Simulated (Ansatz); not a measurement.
Calculated with Ansatz (gas phase, PBE0-D4/def2-TZVP geometries, no zero-point term in ΔE). CCSD(T)/CBS is the MP2 limit (def2-TZVPP, def2-QZVPP) plus CCSD(T) − MP2 in def2-TZVPP, frozen cores. This one scheme is used for every species. Functionals use def2-TZVPP. B3LYP here is the variant with VWN-RPA as its local correlation; programs differ in this. One conformer a species, not always the lowest.

`C#CB(C)C` + H₂O → `CB(C)O` + acetylene  (formal hydrolysis of a B–C bond)

```tsv
level	ΔE (kJ/mol)
B3LYP-D4	-83.3
r2SCANh	-83.5
HF/def2-TZVPP	-91.9
MP2/def2-QZVPP	-80.2
```

What does CCSD(T)/CBS give? (An estimate is asked.)

Ansatz gave: -82.7 kJ/mol. The listed levels differ from it by -0.6, -0.8, -9.2, 2.5 kJ/mol.

Largest T1 diagnostic among the species: 0.013.

The D4 term adds +3.8 kJ/mol with B3LYP and +2.3 kJ/mol with PBE0; it sums over pairs of atoms, weighted by their polarisabilities, and B3LYP, whose exchange is more repulsive, gets the larger term. In def2-TZVPP, CCSD(T) changes the Hartree–Fock value by +5.0 kJ/mol (the triples alone add +1.4 kJ/mol) and MP2 by +9.1 kJ/mol.
